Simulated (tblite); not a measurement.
Compound: C4H7BN2.
Numbering: `[BH3-:1][N+:2]#[C:3][C@H:4]([CH3:5])[C:6]#[N:7]` (hydrogens: H8, H9, H10 on B1; H11 on C4; H12, H13, H14 on C5)
Bond orders are those of one Lewis drawing.

Computed with GFN2-xTB (tblite), gas phase: L-BFGS steps from a force-field or distance-geometry start until the largest atomic force falls under 0.01 eV/Å.

Geometry at step 8:
```
atom  x, y, z in Å
B1      2.8402   -0.3285    0.4599
N2      1.4043   -0.0598    0.5336
C3      0.2824    0.1800    0.6349
C4     -1.1515    0.3922    0.6865
C5     -1.9017   -0.7413   -0.0580
C6     -1.4680    1.6730    0.0784
N7     -1.7730    2.6540   -0.4169
H8      3.0000   -1.1506   -0.3875
H9      3.3540    0.7088    0.1800
H10     3.1647   -0.7145    1.5398
H11    -1.4877    0.4558    1.7317
H12    -2.6721   -0.3443   -0.7165
H13    -1.2007   -1.3195   -0.6550
H14    -2.3915   -1.4058    0.6467
```

Problem. Give the atomic forces at this geometry.

Solution. 
```tsv
atom	Fx (eV/Å)	Fy (eV/Å)	Fz (eV/Å)
B1	-0.014	0.035	0.010
N2	0.219	0.006	0.012
C3	-0.209	-0.057	0.053
C4	0.007	-0.006	-0.061
C5	-0.017	-0.051	0.015
C6	-0.014	-0.023	-0.077
N7	0.037	0.082	-0.013
H8	-0.116	-0.003	-0.001
H9	-0.048	0.045	-0.008
H10	-0.070	-0.008	0.020
H11	0.108	-0.059	0.008
H12	0.077	0.105	0.003
H13	-0.039	-0.006	-0.046
H14	0.077	-0.060	0.085
```

The largest, 0.22 eV/Å, acts on C3 (N2 within 3 % of it); the rms over all components is 0.068 eV/Å. The forces sum to zero within rounding, as they must for an isolated molecule in no field.

Problem. Give the force on C3 in Eh/bohr and in nN.

Solution. 0.223 eV/Å ÷ 51.422 = 0.00434 Eh/bohr, and 0.223 eV/Å × 1.602 = 0.36 nN.

Problem. How far is this geometry from the end of the optimisation?

Solution. 0.090 eV above it, and 0.360 Å rms away after alignment. The bonds farthest from their final lengths, with half the difference of the two atoms' forces along the bond (positive lengthens):

```tsv
bond	now (Å)	final (Å)	force along bond (eV/Å)
C4–C5	1.550	1.539	0.00
B1–N2	1.463	1.455	-0.12
C3–C4	1.450	1.446	-0.11
C5–H14	1.085	1.087	0.00
C4–C6	1.453	1.455	0.00
```

The angle farthest from its final value is N2–C3–C4, 175.3° against 178.5°.

What follows is the cost of the whole relaxation. Hardware: one thread, Arm Neoverse V1 (aarch64) (shared host). Cost: 0.44 s.
